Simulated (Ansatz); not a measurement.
Nudged elastic band run: C$_{2}$H$_{8}$AlFN$_{2}$

input.yaml

```yaml
crystal:
  periodic: [false, false, false]
  atoms:
    - { symbol: C, position_ang: [0.797744, 0.678847, 1.905524] }
    - { symbol: "N", position_ang: [0.549211, -0.53141, 1.115367] }
    - { symbol: Al, position_ang: [-0.183647, -0.56374, -0.511284] }
    - { symbol: "N", position_ang: [-0.43305, -2.09484, -1.401344] }
    - { symbol: C, position_ang: [-0.668399, 1.166831, -1.368966] }
    - { symbol: F, position_ang: [-1.097615, 2.078446, -0.308544] }
    - { symbol: H, position_ang: [0.395394, 1.545817, 1.377781] }
    - { symbol: H, position_ang: [0.302952, 0.633869, 2.883805] }
    - { symbol: H, position_ang: [1.868813, 0.848024, 2.07714] }
    - { symbol: H, position_ang: [0.828619, -1.378431, 1.592769] }
    - { symbol: H, position_ang: [-0.162486, -3.007999, -1.064992] }
    - { symbol: H, position_ang: [-0.875805, -2.156711, -2.306962] }
    - { symbol: H, position_ang: [0.164445, 1.658701, -1.883353] }
    - { symbol: H, position_ang: [-1.499276, 1.093297, -2.07804] }
basis:
  gaussian: { orbitals: "6-31G" }
hamiltonian:
  xc: cam_b3lyp
  dispersion: d4
neb:
  order_check: false
  images: 9
  f_tol: 0.05
  max_iterations: 22
  initial_path: linear
  final_atoms:
    - { symbol: C, position_ang: [0.93515725, 0.6673841, 1.96878908] }
    - { symbol: "N", position_ang: [0.61314466, -0.51027665, 1.16437651] }
    - { symbol: Al, position_ang: [-0.18468346, -0.51478164, -0.43756472] }
    - { symbol: "N", position_ang: [-0.5329042, -2.00411633, -1.34968278] }
    - { symbol: C, position_ang: [-0.73712286, 1.19054062, -1.29667301] }
    - { symbol: F, position_ang: [-1.3237542, 0.79458517, -2.5749157] }
    - { symbol: H, position_ang: [0.61469086, 1.57623454, 1.44851771] }
    - { symbol: H, position_ang: [0.4281834, 0.65783248, 2.94232854] }
    - { symbol: H, position_ang: [2.01310766, 0.7642381, 2.151981] }
    - { symbol: H, position_ang: [0.89398422, -1.3739868, 1.61074664] }
    - { symbol: H, position_ang: [-0.32808154, -2.95245496, -1.07465154] }
    - { symbol: H, position_ang: [-0.98433489, -1.95737022, -2.25288222] }
    - { symbol: H, position_ang: [-1.504016, 1.75189589, -0.75171715] }
    - { symbol: H, position_ang: [0.0835291, 1.8809767, -1.51975136] }
```

Launched with:

```bash
$ ansatz run input.yaml --threads 1 --pin off --max-ram 2048MiB --backend cpu --events-out ev --progress --plain --runs-dir out
```

Output, in part (warnings, iteration lines, the closing report on the highest movable image, with atoms numbered from 0):

```
NEB end point (image 0): max|allowed force component| = 3.413e-3 eV/Å (the criterion of neb.relax_end_points is 1.000e-2)
NEB end point (image 10): max|allowed force component| = 1.031e-2 eV/Å (the criterion of neb.relax_end_points is 1.000e-2)
NEB iter   1: max|band force component| = 7.995e-1 eV/Å  barrier→ = 0.2518 eV  barrier← = 0.2176 eV  Δτ_max = 0.2000 Å  (268 SCF iters)
NEB iter   2: max|band force component| = 2.084e-1 eV/Å  barrier→ = 0.0791 eV  barrier← = 0.0449 eV  CI = image 5  Δτ_max = 0.0550 Å  (224 SCF iters)
NEB iter   3: max|band force component| = 1.741e-1 eV/Å  barrier→ = 0.0753 eV  barrier← = 0.0411 eV  CI = image 5  Δτ_max = 0.0299 Å  (227 SCF iters)
NEB iter   4: max|band force component| = 6.567e-2 eV/Å  barrier→ = 0.0715 eV  barrier← = 0.0373 eV  CI = image 5  Δτ_max = 0.0239 Å  (227 SCF iters)
NEB iter   5: max|band force component| = 3.220e-2 eV/Å  barrier→ = 0.0710 eV  barrier← = 0.0368 eV  CI = image 5  Δτ_max = 0.0000 Å  (445 SCF iters)
Total energy: -14493.66568449 eV, -532.6323897456 hartree
Atom 0 at     1.556632     0.596165     1.496230 Å, force    -0.011118    -0.017580    -0.010355 eV/Å
Atom 1 at     0.810781    -0.540642     0.956632 Å, force     0.017173     0.020221     0.015986 eV/Å
Atom 2 at    -0.395985    -0.503004    -0.364006 Å, force    -0.001755     0.005611    -0.005117 eV/Å
Atom 3 at    -1.232557    -1.994600    -0.878114 Å, force    -0.001414    -0.000445     0.001364 eV/Å
Atom 4 at    -0.820556     1.212894    -1.272196 Å, force    -0.017754    -0.002820     0.029956 eV/Å
Atom 5 at    -2.141000     1.608826    -0.779331 Å, force     0.005019    -0.001093    -0.005591 eV/Å
Atom 6 at     1.264112     1.514399     0.978390 Å, force     0.001093    -0.001366    -0.000040 eV/Å
Atom 7 at     1.357825     0.751037     2.564252 Å, force    -0.000453     0.003507     0.000240 eV/Å
Atom 8 at     2.640967     0.480870     1.368898 Å, force    -0.002962    -0.000863     0.001544 eV/Å
Atom 9 at     1.028813    -1.406113     1.433888 Å, force     0.001051    -0.010726    -0.004019 eV/Å
Atom 10 at    -1.106826    -2.909592    -0.470184 Å, force     0.002584     0.005559     0.001661 eV/Å
Atom 11 at    -1.937919    -2.007569    -1.601022 Å, force    -0.001379    -0.006518    -0.000881 eV/Å
Atom 12 at    -0.135361     2.034518    -1.044000 Å, force     0.009386     0.006975     0.000867 eV/Å
Atom 13 at    -0.902027     1.133512    -2.360536 Å, force     0.000529    -0.000464    -0.025613 eV/Å
Dipole moment:     0.417451    -0.335585    -0.043860 e Å
```

It converged. Another band between the same ends (9 images) ends at a top of the same energy, where a vibrational analysis finds no clearly imaginary modes. Limits of this set-up: no polarisation functions.

Final band (atoms are numbered from 1 in the order of the input):

```tsv
image	path coordinate (Å)	energy (kJ/mol)	dihedral N4–Al3–C5–H13 (°)
0	0.00	0.0	-94
1	0.51	0.7	-110
2	1.01	3.6	-126
3	1.52	6.0	-139
4	2.02	6.8	-153
5	2.53	6.8	-168
6	3.03	6.5	177
7	3.53	5.7	162
8	4.03	4.6	147
9	4.53	3.6	132
10	5.04	3.3	116
```

Time of the run: 5.6 min on 1 thread of Arm Neoverse V1, with other jobs on the host, peak memory 0.22 GiB.
